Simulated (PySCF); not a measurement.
SMILES [OH][Al-]([OH])([OH])[OH] (charge -1), singlet, CAM-B3LYP/def2-SVP optimised geometry.

```
9

Al    -0.38    -0.06     0.00
O      1.39    -0.06     0.00
H      1.71     0.75    -0.39
O     -0.87    -1.03     1.40
H     -0.17    -1.01     2.06
O     -0.87     1.64     0.00
H     -1.71     1.73    -0.46
O     -1.17    -0.80    -1.40
H     -1.35    -1.73    -1.22
```

Density from PySCF with CAM-B3LYP/def2-TZVPD at that geometry.

Minimum of the electron density along straight lines between bonded atoms, close to the bond critical point (lines longer than 1.1 times the sum of covalent radii, or with two minima, are not listed):

```json
[
 {"bond": "Al1–O2", "length / Å": "1.771", "ρ at the minimum / e bohr⁻³": "0.093", "∇²ρ there / e bohr⁻⁵": "0.59", "position (fraction from the first atom)": "0.43"},
 {"bond": "O2–H3", "length / Å": "0.962", "ρ at the minimum / e bohr⁻³": "0.357", "∇²ρ there / e bohr⁻⁵": "-2.30", "position (fraction from the first atom)": "0.80"},
 {"bond": "Al1–O4", "length / Å": "1.771", "ρ at the minimum / e bohr⁻³": "0.093", "∇²ρ there / e bohr⁻⁵": "0.59", "position (fraction from the first atom)": "0.43"},
 {"bond": "O4–H5", "length / Å": "0.962", "ρ at the minimum / e bohr⁻³": "0.357", "∇²ρ there / e bohr⁻⁵": "-2.30", "position (fraction from the first atom)": "0.80"},
 {"bond": "Al1–O6", "length / Å": "1.771", "ρ at the minimum / e bohr⁻³": "0.093", "∇²ρ there / e bohr⁻⁵": "0.59", "position (fraction from the first atom)": "0.43"},
 {"bond": "O6–H7", "length / Å": "0.962", "ρ at the minimum / e bohr⁻³": "0.357", "∇²ρ there / e bohr⁻⁵": "-2.30", "position (fraction from the first atom)": "0.80"},
 {"bond": "Al1–O8", "length / Å": "1.771", "ρ at the minimum / e bohr⁻³": "0.093", "∇²ρ there / e bohr⁻⁵": "0.59", "position (fraction from the first atom)": "0.43"},
 {"bond": "O8–H9", "length / Å": "0.962", "ρ at the minimum / e bohr⁻³": "0.357", "∇²ρ there / e bohr⁻⁵": "-2.30", "position (fraction from the first atom)": "0.80"}
]
```
